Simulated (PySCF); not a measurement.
## Optical rotation: `InChI=1S/C8H10/c1-2-8-5-3-4-7(8)6-8/h2-4,7H,1,5-6H2/t7-,8+/m0/s1`

Geometry:
| atom | x (Å) | y (Å) | z (Å) |
| --- | --- | --- | --- |
| C1 | 2.604 | 0.457 | -0.252 |
| C2 | 1.415 | 0.990 | -0.016 |
| C3 | 0.120 | 0.309 | -0.158 |
| C4 | -1.139 | 1.040 | 0.292 |
| C5 | -2.011 | -0.047 | 0.853 |
| C6 | -1.420 | -1.234 | 0.830 |
| C7 | -0.091 | -1.163 | 0.188 |
| C8 | -0.105 | -0.712 | -1.243 |
| H9 | 2.725 | -0.562 | -0.581 |
| H10 | 3.510 | 1.022 | -0.121 |
| H11 | 1.351 | 2.018 | 0.322 |
| H12 | -1.628 | 1.559 | -0.537 |
| H13 | -0.913 | 1.787 | 1.058 |
| H14 | -2.995 | 0.166 | 1.232 |
| H15 | -1.824 | -2.157 | 1.208 |
| H16 | 0.710 | -1.797 | 0.538 |
| H17 | -1.054 | -0.698 | -1.760 |
| H18 | 0.737 | -0.971 | -1.866 |

Computed, not measured: TDDFT CAM-B3LYP/def2-SVPD circular dichroism and optical rotation, one conformer, gas phase in PySCF 2.14.0. Geometry: GFN2-xTB.

The molecule is flexible and this is one conformer; a measurement averages over conformers. States above about 7.9 eV (minus the energy of the highest occupied orbital) lie near or above the ionisation threshold and depend on the basis.

Stereocentres: C3 R, C7 R.

Q: Give the optical rotatory dispersion at 633, 589.3, 546, 436, 405, 365, 355 nm.

A: [α] in deg dm⁻¹ (g/mL)⁻¹:
| λ (nm) | origin-invariant length gauge | modified velocity gauge | length gauge (centre of mass) | isotropic polarisability (au) |
| --- | --- | --- | --- | --- |
| 633 | +255.9 | +221.2 | +255.7 | 89.3 |
| 589.3 | +303.5 | +262.6 | +303.1 | 89.7 |
| 546 | +365.9 | +317.1 | +365.5 | 90.3 |
| 436 | +664.3 | +579.1 | +663.5 | 92.5 |
| 405 | +824.9 | +721.2 | +824.0 | 93.5 |
| 365 | +1149.9 | +1010.1 | +1148.6 | 95.4 |
| 355 | +1265.0 | +1112.9 | +1263.6 | 96.0 |

Q: And for the mirror image at 589.3 nm?

A: -303.5 deg dm⁻¹ (g/mL)⁻¹ (origin-invariant length gauge): the same size and the opposite sign.

Q: What is the molar rotation [Φ] = [α]·M/100 of the geometry above at 589.3 nm?

A: With M = 106.17 g/mol, +322.2 deg cm² dmol⁻¹ (origin-invariant length gauge).

The first excitation lies at 6.17 eV (201 nm) with R = +181.7 × 10⁻⁴⁰ esu² cm² (velocity form).
